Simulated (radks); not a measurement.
Results of a calculation; reference values are marked as such.
Question: La I, configuration [Xe] 5d1 6s2. Level of theory: scalar-relativistic Kohn-Sham, PBE, spin-polarised, spherical densities, point nucleus; open shells are filled with parallel spins first (spin-orbit coupling, left out, can overturn this in heavy ions); hard spherical wall at 3.5 bohr (a radial shooting solver on a logarithmic mesh with Libxc functionals). Some entries of the table are withheld. Estimate them.

orbital,occ.,eigenvalue (Ry),r(max) (bohr),<r^2> (bohr^2)
1s down,1,-2846.775,0.01608,0.0008536
1s up,1,-2846.775,0.01608,0.0008536
2s up,1,-451.9605,0.09094,0.01362
2s down,1,-451.9563,0.09094,0.01362
2p up,3,-404.9036,0.07313,0.01084
2p down,3,-404.9004,0.07313,0.01084
3s up,1,-95.55750,0.2604,0.09294
3s down,1,-95.55555,0.2604,0.09294
3p up,3,-80.53420,0.2548,0.09299
3p down,3,-80.53199,0.2548,0.09299
3d up,5,-58.95436,0.2101,0.07975
3d down,5,-58.95091,0.2101,0.07975
4s up,1,-18.23548,0.6086,0.4842
4s down,1,-18.22897,0.6087,0.4843
4p up,3,-13.35941,0.6359,0.5487
4p down,3,-13.35358,0.6360,0.5488
4d up,5,-6.31292,0.6731,0.6928
4d down,5,-6.30706,0.6732,0.6922
5s up,1,-1.79908,1.432,2.755
5s down,1,-1.76136,1.427,2.738
5p up,3,-0.60892,1.621,3.386
5p down,3,-0.56253,1.614,3.370
5d up,1,1.04727,2.030,4.410
5d down,0,1.10156,2.027,4.405
6s up,1,2.18836,(1),5.304
6s down,1,2.22809,(2),5.319
6p up,0,3.13093,2.660,5.194
6p down,0,3.16659,2.660,5.207
6d up,0,4.86958,(3),4.904
6d down,0,4.90349,(4),4.906
7s up,0,7.91735,2.957,5.039
7s down,0,7.95474,2.958,5.039

Answer: 
(1) 6s up r(max) (bohr): 2.572
(2) 6s down r(max) (bohr): 2.572
(3) 6d up r(max) (bohr): 2.777
(4) 6d down r(max) (bohr): 2.777
